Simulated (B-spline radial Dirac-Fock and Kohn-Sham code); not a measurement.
## Elastic and transport cross sections of molybdenum for electrons

These are calculated numbers from an atomic code on a B-spline grid; the model is relativistic (Dirac) partial waves in the static field of the Dirac-Fock atom with Furness-McCarthy exchange, without polarisation or absorption potentials. σ_tr1 and σ_tr2 weight the cross section with 1 − P₁ and 1 − P₂ of cos θ; "backward" is the share scattered beyond 90°.

| energy (eV) | σ (a₀²) | σ_tr1 (a₀²) | σ_tr2 (a₀²) | σ/σ_tr1 | backward (%) |
| --- | --- | --- | --- | --- | --- |
| 18600 | 1.52 | 0.0252 | 0.0547 | 60.2 | 0.27 |
| 20000 | 1.44 | 0.0225 | 0.0491 | 64.3 | 0.25 |
| 23100 | 1.30 | 0.0178 | 0.0395 | 73.2 | 0.20 |
| 30000 | 1.07 | 0.0116 | 0.0265 | 92.7 | 0.14 |
| 32800 | 1.01 | 0.0100 | 0.0231 | 100 | 0.13 |
| 33600 | 0.989 | 0.00963 | 0.0222 | 103 | 0.12 |
| 35300 | 0.954 | 0.00887 | 0.0206 | 107 | 0.12 |
| 44100 | ? | ? | ? | ? | ? |
| 50000 | 0.738 | 0.00498 | 0.0119 | 148 | 0.074 |
| 52100 | 0.716 | 0.00466 | 0.0111 | 154 | 0.070 |
| 58700 | 0.656 | 0.00382 | 0.00921 | 172 | 0.060 |
| 61900 | 0.631 | 0.00349 | 0.00846 | 181 | 0.056 |
| 100000 | 0.449 | 0.00158 | 0.00393 | 285 | 0.030 |
| 125000 | 0.387 | 0.00109 | 0.00276 | 355 | 0.022 |
| 132000 | 0.374 | 0.000999 | 0.00253 | 374 | 0.020 |
| 140000 | 0.360 | 0.000907 | 0.00231 | 397 | 0.019 |
| 200000 | 0.291 | 0.000510 | 0.00132 | 571 | 0.011 |
| 300000 | 0.236 | 0.000269 | 0.000707 | 880 | 0.0062 |

Problem. Fill in the row for 44.1 keV.

Solution. σ = 0.809 a₀², σ_tr1 = 0.00614 a₀², σ_tr2 = 0.0145 a₀², σ/σ_tr1 = 132, backward 0.087 %. The ratio σ/σ_tr1 is roughly the number of elastic collisions that randomise the direction.
